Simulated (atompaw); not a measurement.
# Before and after: PAW (atompaw) potential for Ir

| Property | Result |
| --- | --- |
| Element | Ir |
| Generator | atompaw 4.2.0.5 |
| Type | PAW |
| Functional | PBE |
| Relativity | scalar-relativistic |
| Frozen core | [Xe] 4f14 |
| Valence charge | 9 |
| Reference configuration | 5d8 6s1 6p0 |
| Partial waves | 6s (bound); 6s channel at 0.25 Ry; 6p (bound, empty); 6p channel at 1.05 Ry; 5d (bound); 5d channel at 2.1 Ry |
| Local potential | bessel scheme, radius 2.45 bohr |
| Core correction | smooth core density matched at 1.85 bohr |
| Augmentation charge | sinc compensation charge, radius 2.30 bohr; PAW radius 2.85 bohr; waves and projectors: bloechl |

Change: core [Kr] 4d10 4f14 5s2, valence charge 15; reference 5p6 5d7 6s1.5 6p0.5; waves now 6s (bound); 6s channel at 3.25 Ry; 5p (bound); 6p (bound); 5d (bound); 5d channel at 0.8 Ry; local potential bessel scheme, radius 2.05 bohr; augmentation sinc compensation charge, radius 1.75 bohr; PAW radius 2.15 bohr; waves and projectors: bloechl.

Cutoffs: the cutoffs (Ry, on a coarse ladder) from which the occupation-weighted sum of valence levels, in a spherical-Bessel basis at the reference potential, stays within 10 and 1 mRy of its value at 400 Ry; they do not see the model core or the augmentation charge, which bear on the density cutoff.

Question: What does the change do?

Answer: The potential gets harder (25 Ry and 30 Ry → 40 Ry and 50 Ry); the bound ghosts move from p to s. The added semicore shells are compact, so their waves need more plane waves. Several settings change at once here, so the effects cannot be laid on one of them.

```tsv
quantity	base	changed
cutoff, loose	25 Ry	40 Ry
cutoff, tight	30 Ry	50 Ry
bound ghosts	p	s
lowest overlap eigenvalue by channel	s 0.00, p 0.01, d 0.87	s 0.05, p 0.61, d 0.86
```

 A true bound ghost makes a file unfit for plane-wave use even where its test errors are small: the radial tests pick states by their node count and pass the ghost by. The cutoffs see the waves, projectors and local potential, not the compensation charge or the core.
